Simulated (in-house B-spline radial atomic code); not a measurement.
Ag²⁺ is squeezed into an impenetrable sphere of radius R (the orbitals vanish at R). Computed with a B-spline radial code for spherical atoms: non-relativistic PBE, spin-polarised, spherical fractional occupations, point nucleus.

Energies in eV above the free ion in [Kr] 4d9:

```csv
R (bohr),highest level (eV),[Kr] 4d9,[Ar] 3d9 4s2 4p6 4d9 4f1,[Ar] 3d10 4s2 4p5 4d10,-dE/dV in [Kr] 4d9 (GPa)
8.99,-28.9,0,397.6,49.78,6.32e-06
6.41,-28.9,0.002035,399.4,49.79,0.011
4.99,-28.8,0.07333,402.8,49.85,0.626
4.13,-28.3,0.5982,407,50.37,7.29
3.42,-26.7,3.311,414.2,53.12,58.9
2.82,-22.3,14.53,430.3,64.74,398
2.68,-20.3,20.78,437.9,71.25,643
2.05,0.699,117.2,540.2,171,7060
1.99,4.67,140,563.6,194.5,9090
1.52,68.5,623.6,1053,687,78600
```

Question: Does [Ar] 3d9 4s2 4p6 4d9 4f1 fall below [Kr] 4d9 under compression?

Answer: No, it stays above over the whole range.

Question: Does [Ar] 3d10 4s2 4p5 4d10 fall below [Kr] 4d9 under compression?

Answer: No, it stays above over the whole range.

The highest level is first positive in the row R = 2.05 bohr, pushed up by confinement above the zero of the free ion's potential. Each configuration is held fixed and needn't be the lowest in the sphere.
